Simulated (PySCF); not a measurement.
**Fine-structure interval of Ge⁺ by level of theory**

Ge⁺ [Ar] 3d10 4s2 4p1 [4p1/2^1, M_J = 1/2] → Ge⁺ [Ar] 3d10 4s2 4p1 [4p3/2^1, M_J = 3/2], as a difference of total energies. All numbers are calculated (PySCF 2.14, the two-component X2C-1e Hamiltonian, in x2c-SVPall-2c with one added diffuse shell each of s, p, d type (6s7p4d, 47 functions)). Correlated levels: [Ne] frozen. "Screened" scales the spin-orbit matrix elements by Boettger's factors to mimic the two-electron term; Breit and QED terms are absent.

```tsv
method	fine-structure interval (cm⁻¹)	error (cm⁻¹)
GHF (screened spin-orbit)	2586.9	+820
GMP2 (screened spin-orbit)	1789.9	+23
GHF (bare spin-orbit)	2692.1	+925
```

Reference: 1767.4 cm⁻¹ (measured; NIST Handbook of Basic Atomic Spectroscopic Data (Sansonetti and Martin, J. Phys. Chem. Ref. Data 34, 1559 (2005))).

Errors of the correlated levels include the incompleteness of this basis and the frozen core.

GHF and GMP2 differ strongly here because the two determinants are spin-polarised to different degrees; the interval is a small difference of such terms.
